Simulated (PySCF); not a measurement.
Broadened absorption spectrum of C4H7NOSi

Species: C₄H₇NOSi.
InChI=1S/C4H7NOSi/c1-3-4-5-7-6-2/h1,4H,7H2,2H3/b5-4-

Method used: TDDFT CAM-B3LYP/def2-SVPD, vertical, gas phase, core orbitals frozen in the response (PySCF). The structure is a single GFN2-xTB conformer in the gas phase; no vibrational or solvent corrections. Torsions of this conformer, `[CH:1]#[C:2]/[CH:3]=[N:4]\[SiH2:5][O:6][CH3:7]`: C3–N4–Si5–O6 129°, N4–Si5–O6–C7 53°.

Computed states:

```tsv
state	E (eV)	f
S1	3.72	0.0009
S2	5.13	0.0003
S3	5.67	0.230
S4	6.18	0.0040
S5	6.74	0.0008
S6	6.84	0.038
S7	6.90	0.0072
S8	7.38	0.044
```

Each state is given a Gaussian of 0.5 eV full width at half maximum, with ε(max) = 2.175×10⁸ f / Δν̃ (Δν̃ the width in cm⁻¹). The width is an assumption, not a result. The curve ends short of the highest state used, and states not computed would add to its high-energy end.

Q: What does the envelope look like, and where are its maxima?

A: 
(E (eV), ε (L mol⁻¹ cm⁻¹)): (2.97, 0), (3.06, 0), (3.15, 1), (3.24, 4), (3.32, 9), (3.41, 17), (3.50, 29), (3.59, 42), (3.68, 49), (3.77, 49), (3.86, 40), (3.95, 28), (4.03, 17), (4.12, 8), (4.21, 3), (4.30, 1), (4.39, 0), (4.48, 0), (4.57, 1), (4.65, 1), (4.74, 4), (4.83, 10), (4.92, 33), (5.01, 109), (5.10, 342), (5.19, 952), (5.28, 2257), (5.36, 4206), (5.45, 7165), (5.54, 10211), (5.63, 12166), (5.72, 12120), (5.81, 10109), (5.90, 7082), (5.98, 4490), (6.07, 2346), (6.16, 1121), (6.25, 564), (6.34, 400), (6.43, 498), (6.52, 831), (6.61, 1367), (6.69, 1911), (6.78, 2403)

Maxima: 333 nm (3.72 eV), ε about 50, made up of S1 (100%); 219 nm (5.67 eV), ε about 12000, made up of S3 (100%) (ε in L mol⁻¹ cm⁻¹; maxima over ε = 5, shares over 10%). At its high-energy end, 6.78 eV, the curve is still rising (ε about 2400, from S6 and S7).

Q: On this curve, what absorbance would a 10⁻⁴ mol/L sample give at 308 nm over a 1 cm path?

A: 308 nm is 4.025 eV, where ε is about 18 L mol⁻¹ cm⁻¹, so A = ε c l ≈ 0.0018 (Beer–Lambert, with the gas-phase spectrum and the assumed width).

Q: What would ε be at 5.67 eV, the highest of these maxima, with half the width (0.25 eV)?

A: About 24800 L mol⁻¹ cm⁻¹ against 12400, a factor of about 2.00; a lone state at its own centre would give exactly 2.

Q: Coming from long wavelengths, where does ε first pass 100 L mol⁻¹ cm⁻¹?

A: At about 248 nm (5.00 eV), 1.28 eV above S1.
